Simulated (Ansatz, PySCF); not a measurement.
# Tl(SH) in two programs

Tl(SH) (singlet), relaxed with PySCF 2.14.0, RKS BP86, Tl def2-SVP with ECP60, S def2-SVP, H def2-SVP; non-relativistic Hamiltonian with scalar-relativistic core potentials where named; density fitting; no spin-orbit coupling:

```xyz
3

Tl    0.0989    0.0000   -0.1784
S    -0.0890    0.0000    2.4445
H     1.2736    0.0000    2.5446
```

There the HOMO–LUMO gap is 2.76 eV. 

The same geometry by Ansatz 0.2.0 (PBE, PAW, a periodic box with 9 Å of vacuum):

```json
{"spin-orbit coupling": "without", "gap (eV)": "2.87", "largest force component (eV/Å)": "0.26"}
```

(1) What does the run with spin-orbit coupling give?

The spin-orbit runs use fully relativistic datasets of their own, so changes of a few hundredths of an eV needn't come from the coupling.

The two programs differ in functional, so their gaps don't test each other.

Answers

(1) gap (eV): 2.62, largest force component (eV/Å): 0.27. It took 8.2 s on 2 threads of Arm Neoverse V2, on a shared host, peak memory 1.3 GiB.
